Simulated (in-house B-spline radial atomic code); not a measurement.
Radial electron density of Hg⁸⁺, [Xe] 4f14 5d4. Level of theory: scalar-relativistic (X2C) SCAN, spin-polarised, spherical fractional occupations, Fermi nucleus of rms radius 5.4648 fm; calculated with a B-spline radial code for spherical atoms.

One-electron X2C: radii and densities carry no picture-change correction, so inner-shell <1/r> comes out high (for 1s by about 2 % at Z = 33, 5 % at 54, 10 % at 75, 30 % at 118) and <r> low.

Columns: r (bohr), 4πr²n(r) (electrons per bohr), bar.

```
0.000307    3.891 #
0.000378    5.155 ##
0.000465    6.794 ##
0.000572    8.919 ###
0.000704    11.67 ###
0.000865    15.15 ####
 0.00106    19.51 ######
 0.00131     25.2 #######
 0.00161    32.06 #########
 0.00198     40.4 ############
 0.00244    50.37 ###############
   0.003    61.65 ##################
 0.00368    73.87 ######################
 0.00453     86.7 ##########################
 0.00557    98.75 #############################
 0.00685    108.6 ################################
 0.00843    114.7 ##################################
  0.0104    115.8 ##################################
  0.0128    111.6 #################################
  0.0157    104.5 ###############################
  0.0193     98.5 #############################
  0.0237    99.26 #############################
  0.0292    110.4 ################################
  0.0359    129.5 ######################################
  0.0441    146.6 ###########################################
  0.0543    149.6 ############################################
  0.0668    135.5 ########################################
  0.0821    118.8 ###################################
   0.101    118.8 ###################################
   0.124    134.4 ########################################
   0.153    138.3 #########################################
   0.188    112.8 #################################
   0.231    82.58 ########################
   0.284    79.25 #######################
    0.35    91.28 ###########################
    0.43    84.18 #########################
   0.529    56.79 #################
    0.65    34.07 ##########
     0.8       24 #######
   0.984     18.3 #####
    1.21    11.31 ###
    1.49    4.928 #
    1.83    1.488 
    2.25   0.2849 
    2.77  0.03169 
    3.41 0.001723 
    4.19 4.419e-05
```

On this grid the curve has 4 maxima, near 0.0104, 0.0543, 0.153, 0.35 bohr.

The 5d up radial function P(r) = rR(r), positive near the nucleus:

| r (bohr) | P |
| --- | --- |
| 0.00557 | 0.001181 |
| 0.00843 | 0.003465 |
| 0.0128 | 0.009995 |
| 0.0193 | 0.0271 |
| 0.0292 | 0.06864 |
| 0.0441 | 0.1535 |
| 0.0668 | 0.2839 |
| 0.101 | 0.3747 |
| 0.153 | 0.2208 |
| 0.231 | -0.2498 |
| 0.35 | -0.5485 |
| 0.529 | -0.05686 |
| 0.8 | 0.8064 |
| 1.21 | 1.021 |
| 1.83 | 0.5037 |
| 2.77 | 0.08536 |
| 4.19 | 0.003304 |
